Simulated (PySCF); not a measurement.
Isomers of C8H7N. Level of theory: PySCF, TDDFT B3LYP/def2-SVPD, vertical, gas phase, core orbitals frozen in the response. Geometries: PBE0-D3(BJ)/def2-SVP; one conformer of each isolated species. Triplets are in the Tamm–Dancoff approximation.

A. `C=C=Cc1ccccn1`
B. `C#CC1=C(N=C)C=CC1`
C. `N#CC1=C[C@@H]2C=C[C@H]1C2`
D. `CC1=CC(C#N)=CC=C1`

Lowest singlet levels (six at most, fewer where fewer were computed) with oscillator strengths:

1. 4.34 eV (f 0.013); 5.14 eV (f 0.051); 5.95 eV (f 0.019); 6.19 eV (f 0.084); 6.33 eV (f 0.010); 6.35 eV (f 0.016)
2. 3.50 eV (f 0.090); 4.39 eV (f 0.026); 4.48 eV (f 0.098); 4.95 eV (f 0.016); 5.26 eV (f 0.001); 5.57 eV (f 0.010)
3. 4.94 eV (f 0.017); 5.46 eV (f 0.168); 6.25 eV (f 0.000); 6.34 eV (f 0.471); 6.53 eV (f 0.461); 6.74 eV (f 0.000); T1 3.71 eV
4. 4.53 eV (f 0.001); 4.86 eV (f 0.206); 4.92 eV (f 0.002); 5.00 eV (f 0.287); 5.12 eV (f 0.000); 5.27 eV (f 0.000); T1 3.33 eV

Question: Match each spectrum to its molecule.

Answer: 1 = C, 2 = B, 3 = D, 4 = A.
- A: S1 at 4.53 eV, HOMO-1→LUMO (99%); Löwdin shares by element: HOMO carbon 61% or more (atoms not listed hold the other 39%); LUMO carbon 46% or more, nitrogen 11% (atoms not listed hold the other 43%); HOMO -6.61 and LUMO -1.44 eV; point group Cs, 2 of its 6 listed states under f = 0.0005.
- B: S1 at 3.50 eV, HOMO→LUMO (88%); Löwdin shares by element: HOMO carbon 62% or more (atoms not listed hold the other 38%); LUMO carbon 43% or more, nitrogen 14% (atoms not listed hold the other 43%); HOMO -5.83 and LUMO -1.82 eV.
- C: S1 at 4.34 eV, HOMO→LUMO (88%), HOMO-1→LUMO (11%); Löwdin shares by element: HOMO carbon 75% or more (atoms not listed hold the other 25%); LUMO carbon 55% or more, nitrogen 12% (atoms not listed hold the other 33%); HOMO -6.95 and LUMO -1.87 eV.
- D: S1 at 4.94 eV, HOMO-1→LUMO (38%), HOMO→LUMO (32%), HOMO→LUMO+1 (20%); Löwdin shares by element: HOMO carbon 66% or more (atoms not listed hold the other 34%); LUMO carbon 45% or more, nitrogen 12% (atoms not listed hold the other 43%); HOMO -7.42 and LUMO -1.78 eV.
